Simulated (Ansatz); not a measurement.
Born–Oppenheimer molecular dynamics of CH5BFNSi (10 atoms, charge 0, multiplicity 1). It starts at the highest image of a converged band, a first-order saddle point between two minima.

Method: Ansatz 0.2.0, RKS CAM-B3LYP-D4/6-31G*.

* ensemble: NVE (velocity Verlet)
* time step: 0.5 fs
* steps asked: 200
* starting velocities drawn for: 300 K
* seed: 9650

First frame:

```xyz
10
Properties=species:S:1:pos:R:3
B 0.346 1.383 0.772
N 0.193 0.178 0.093
Si -0.078 -1.893 0.105
C -0.176 -0.368 -1.099
F 0.729 -0.266 -2.120
H 0.663 1.371 1.921
H 0.151 2.388 0.156
H -1.439 -1.827 0.752
H 0.875 -0.893 0.864
H -1.181 -0.122 -1.442
```

(1) How far do the bonds stretch over the last three quarters of this one trajectory? (Pairs bonded in most of those frames.)

Results:

(1) 
```tsv
bond	mean (Å)	spread (Å)	shortest	longest
B1–N2	1.411	0.043	1.33	1.49
B1–H6	1.201	0.017	1.17	1.23
B1–H7	1.205	0.017	1.18	1.24
N2–Si3	1.799	0.141	1.55	2.01
N2–C4	1.456	0.081	1.33	1.64
Si3–C4	1.883	0.081	1.72	2.00
Si3–H8	1.496	0.040	1.42	1.60
Si3–H9	1.515	0.058	1.43	1.64
C4–F5	1.376	0.032	1.33	1.45
C4–H10	1.094	0.014	1.07	1.12
```

Mean temperature of the second half: 1223 K. The conserved energy stayed within 0.12 meV per atom of its start (net change 0.017 meV per atom), so the integration is sound. The kinetic energy rose, since the run started high on the potential surface and went downhill. A run of 0.1 ps of so small a system gives no equilibrium averages. The orbitals stay closed-shell, which can raise the energy where a bond breaks towards radicals; this wasn't checked here.

Run time: 3.5 min on 2 threads of AMD EPYC 9R45 96-Core Processor (Zen 5), on a shared host, peak memory 0.23 GiB.
